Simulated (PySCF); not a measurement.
PySCF input file for C₃H₆Cl, SMILES C[C](Cl)C (connectivity only; charge and spin as stated), charge +1, multiplicity 1, IEF-PCM-ωB97X/def2-SVP. Coordinates come from a B3LYP-D3(BJ)/def2-SVP optimisation. The multiplicity is an assumed one; other spin states were not compared. The isomer is the one that the SMILES or the coordinates give; other isomers of the formula were not compared.

```python
import numpy as np
from pyscf import gto, scf, dft
from pyscf.solvent import pcm

mol = gto.M(
    atom='''
    C    -0.01540889   -1.28265235   -1.05522468
    C    -0.00000000    0.00000000   -0.35076101
    C     0.01540889    1.28265234   -1.05522470
    Cl    0.00000000    0.00000001    1.31075452
    H     1.05564354   -1.51929337   -1.25610966
    H    -0.49269919   -1.19121821   -2.04353488
    H    -0.42625096   -2.10752491   -0.45813767
    H    -1.05564355    1.51929337   -1.25610968
    H     0.42625095    2.10752492   -0.45813770
    H     0.49269919    1.19121819   -2.04353488
    ''',
    basis='def2-SVP',
    charge=1,
    spin=0,
    max_memory=1600,
    verbose=3,
)
mf = dft.RKS(mol, xc='wb97x').density_fit(auxbasis='def2-universal-jkfit')
mf.grids.level = 3
mf.conv_tol = 1e-9
mf.max_cycle = 100
mf.kernel()
res = {}
for name, eps in {'water': 78.355, 'toluene': 2.3741, 'dimethylsulfoxide': 46.826}.items():
    s = mf.PCM()
    s.with_solvent.method, s.with_solvent.eps, s.with_solvent.lebedev_order = 'IEF-PCM', eps, 29
    s.kernel(mf.make_rdm1())
    res[name] = (s.e_tot, eps, s.dip_moment(), s.mo_energy, s.converged)
    print(f'{name}: electrostatic solvation free energy {(s.e_tot - mf.e_tot) * 627.509474:.3f} kcal/mol')
```

It prints:

```
converged SCF energy = -577.553145009771

WARN: PCM is an experimental feature. It is still in testing.
Features and APIs may be changed in the future.

converged SCF energy = -577.647642915537

WARN: System has nonzero charge 1; the dipole moment is origin-dependent.
Location of origin: [0. 0. 0.]

Dipole moment(X, Y, Z, Debye): -0.00000,  0.00000, -3.16493
water: electrostatic solvation free energy -59.298 kcal/mol

WARN: PCM is an experimental feature. It is still in testing.
Features and APIs may be changed in the future.

converged SCF energy = -577.608031692223

WARN: System has nonzero charge 1; the dipole moment is origin-dependent.
Location of origin: [0. 0. 0.]

Dipole moment(X, Y, Z, Debye): -0.00000,  0.00000, -2.92036
toluene: electrostatic solvation free energy -34.442 kcal/mol

WARN: PCM is an experimental feature. It is still in testing.
Features and APIs may be changed in the future.

converged SCF energy = -577.646798024054

WARN: System has nonzero charge 1; the dipole moment is origin-dependent.
Location of origin: [0. 0. 0.]

Dipole moment(X, Y, Z, Debye): -0.00000,  0.00000, -3.15829
dimethylsulfoxide: electrostatic solvation free energy -58.768 kcal/mol
```

Self-consistency was reached.
